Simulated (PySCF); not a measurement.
# Simulated absorption spectrum

C5H11NO.
SMILES: `CCCNC(C)=O`

Method: PySCF 2.14.0, density-fitted response routines, TDDFT wB97X-D/def2-SVPD, vertical, gas phase, core orbitals frozen in the response. One conformer (not necessarily the lowest) at the PBE0-D3(BJ)/def2-SVP geometry, without solvent, vibrations or thermal averaging. Torsions of this conformer, `[CH3:1][CH2:2][CH2:3][NH:4][C:5]([CH3:6])=[O:7]`: C1–C2–C3–N4 61°, C2–C3–N4–C5 -111°, C3–N4–C5–C6 178°.

Broadening: Gaussians 0.3 eV wide at half height, area fixed by f = 4.319×10⁻⁹ ∫ε dν̃. The cross-section is σ = 3.8235×10⁻²¹ ε cm², given in Mb (10⁻¹⁸ cm²). The width is an assumption, not a result. The curve ends short of the highest state used, and states not computed would add to its high-energy end.

```csv
λ (nm),σ (Mb)
150.5,13.35
153.2,10.24
156.0,2.59
158.8,0.42
161.6,3.41
164.3,19.42
167.1,52.70
169.9,68.78
172.7,44.06
175.4,16.58
178.2,5.51
181.0,2.06
183.8,0.54
186.5,0.09
189.3,0.01
192.1,0.00
194.8,0.00
197.6,0.00
200.4,0.00
203.2,0.02
205.9,0.07
208.7,0.16
211.5,0.24
214.3,0.25
217.0,0.18
219.8,0.10
222.6,0.04
225.4,0.01
228.1,0.00
230.9,0.00
```

(1) Where are the band maxima, and which computed states make them?

(2) Coming from long wavelengths, where does ε first pass 100 L mol⁻¹ cm⁻¹?

(3) On this curve, what absorbance would a 10⁻³ mol/L sample give at 222 nm over a 1 cm path?

Answers

(1) 213 nm (5.82 eV), ε about 67, made up of S1 (100%); 170 nm (7.31 eV), ε about 18000, made up of S3 (78%) and S4 (22%); 151 nm (8.21 eV), ε about 3600, made up of S5 (50%), S6 (34%) and S7 (16%) (ε in L mol⁻¹ cm⁻¹; maxima over ε = 5, shares over 10%). The states used: S1 5.82 eV (f 0.0008); S2 6.99 eV (f 0.010); S3 7.29 eV (f 0.161); S4 7.42 eV (f 0.061); S5 8.16 eV (f 0.021); S6 8.20 eV (f 0.014); S7 8.37 eV (f 0.014); S8 8.61 eV (f 0.0021); S9 8.68 eV (f 0.0083); S10 8.84 eV (f 0.0015).

(2) At about 184 nm (6.73 eV), 0.91 eV above S1.

(3) 222 nm is 5.585 eV, where ε is about 12 L mol⁻¹ cm⁻¹, so A = ε c l ≈ 0.012 (Beer–Lambert, with the gas-phase spectrum and the assumed width).

The vertical ionisation energy (ΔSCF) is 9.42 eV, 0.58 eV above S10.

Hardware: one thread of an Arm Neoverse V1, shared host. Cost: 3.2 min of wall time.
